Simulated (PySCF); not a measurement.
# Spinor energies of Ba (barium, neutral)

Start: [Xe] 5d1 6s1; 5d5/2 filled at m_j = +5/2; 6s1/2 filled at m_j = +1/2. Calculated with PySCF 2.14 in x2c-TZVPall-2c: generalised Hartree-Fock with the X2C-1e Hamiltonian and a Gaussian nucleus; one run each with spin-orbit coupling (SO) switched off, then screened by Boettger's factors. This is a chosen level, not necessarily the ground level.

```tsv
spinor shell	electrons	ε, spin-free (eV)	ε, screened SO (eV)	weight of nominal j (screened SO)	rms radius, screened SO (bohr)
1s1/2	2	-37623.2	-37618.7	1.000	0.0292
2s1/2	2	-6052.1	-6050.8	1.000	0.119
2p1/2	2	-5419.9	-5686.5	1.000	0.102
2p3/2	4	-5419.9	-5301.4	1.000	0.108
3s1/2	2	-1321.8	-1321.4	1.000	0.311
3p1/2	2	-1114.4	-1167.3	1.000	0.303
3p3/2	4	-1114.4	-1090.7	1.000	0.315
3d3/2	4	-813.37	-822.79	1.000	0.287
3d5/2	6	-813.37	-806.74	1.000	0.290
4s1/2	2	-277.43	-277.35	1.000	0.715
4p1/2	2	-207.74	-218.84	1.000	0.744
4p3/2	4	-207.74	-202.78	1.000	0.770
4d3/2	4	-103.33	-104.95	1.000	0.856
4d5/2	6	-103.33	-102.20	1.000	0.866
5s1/2	2	-41.991	-42.010	1.000	1.77
5p1/2	2	-23.060	-24.522	0.990	2.00
5p3/2	4	-23.060	-22.458	0.995	2.10
6s1/2	1	-4.382	-4.397	1.000	5.59
5d5/2	1	-3.792	-3.765	1.000	4.26
```

| quantity | spin-free | screened SO |
| --- | --- | --- |
| E (hartree) | -8130.16528 | -8133.23243 |
| M_J | 3 | 3 |
| ⟨J²⟩ | 12.009 | 12.010 |
| ⟨L²⟩ | 6.006 | 6.044 |
| ⟨S²⟩ | 2.003 | 2.042 |

Each row is a mean over spinors that exchange with the open shell spreads, by up to 1.376 eV (5p3/2).

Breit and QED terms are absent; they matter most for the inner s and p1/2 levels.

Densities and radii are taken from the X2C orbitals without a picture-change correction, which distorts them close to the nucleus.

Without spin-orbit coupling the j labels of p, d and f shells carry no meaning; the spin-free column gives the mean over the occupied spinors of each nl shell.
